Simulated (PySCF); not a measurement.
Cartesian coordinates in Å; atom numbers follow the order of the lines, from 1:
```xyz
6

Si   -0.0685   -0.1337   -0.2673
O    -0.0808   -0.0259    1.3633
H     0.3600    0.7294    1.7664
Cl    1.8423   -0.1910   -0.9878
Cl   -1.0030    1.4652   -1.1290
Cl   -1.0500   -1.8440   -0.7456
```

Theoretical values (PySCF): shieldings: GIAO KT2/pcSseg-1, PBE0-D3(BJ)/def2-SVP structure. A single conformation, no solvent, averaged over atoms made equivalent by symmetry, fast rotation or ring inversion, non-relativistic Hamiltonian.

Chemical shifts δ = σref − σ; 1H and 29Si vs TMS; 17O against H2O; 35Cl vs HCl, all at this level.

| atoms | nucleus | count | δ (ppm) |
| --- | --- | --- | --- |
| O2 | 17O | 1 | 114.6 |
| H3 | 1H | 1 | ? |
| Si1 | 29Si | 1 | -6.7 |
| Cl4/Cl5/Cl6 | 35Cl | 3 | ? |

Complete the table.

Results:


- H3: 2.81 ppm, hydrogen on an oxygen bonded to Si
- Cl4/Cl5/Cl6: 169 ppm, chlorine bonded to Si

Exchangeable OH/NH protons stand at their gas-phase positions; hydrogen bonding in a real sample shifts them, mostly to higher δ. The averaged Cl atoms aren't alike in the static structure (σ from 762 to 797 ppm); the average presumes fast exchange among these sites. Experimental scales use liquid or dissolved standards, which lie at an offset from isolated H2O (liquid H2O: subtract about 36 ppm).
